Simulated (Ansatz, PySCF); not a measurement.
C3H2F3, SMILES C=C(F)[C](F)F (connectivity only; charge and spin as stated), charge +1, multiplicity 1.

Geometry: PBE0-D3(BJ)/def2-SVP. The spin state was assumed, not searched. The isomer is the one that the SMILES or the coordinates give; other isomers of the formula were not compared. One conformer was computed; it need not be the lowest.

Vertical ionisation energy (IE) and electron affinity (EA) in eV. Rows of orbital energies are one-electron estimates. Where ΔSCF, EOM or ADC give a negative EA the extra electron is unbound and the value depends on the basis.

```
level                                                                        IE     EA
------------------------------------------------------------------------  -----  -----
−ε(HOMO), −ε(LUMO), ωB97X/def2-TZVP (PySCF)                               17.32   7.76
−ε(HOMO), −ε(LUMO), PBE/def2-TZVP (PySCF)                                 13.84  10.89
ΔSCF, CAM-B3LYP/def2-SVPD (Ansatz), final states of multiplicity 2 and 2  17.72   7.99
ΔSCF, PBE/def2-SVPD (Ansatz), final states of multiplicity 2 and 2        17.57   7.63
```

**Question.** What vertical singlet–triplet gap does ΔSCF give with CAM-B3LYP/def2-SVPD (Ansatz, a first-principles code) and with PBE/def2-SVPD (Ansatz)? (The exact figures need the calculation; the answer reports its results.)

**Answer.** 2.49 and 2.58 eV (triplet above singlet where positive).
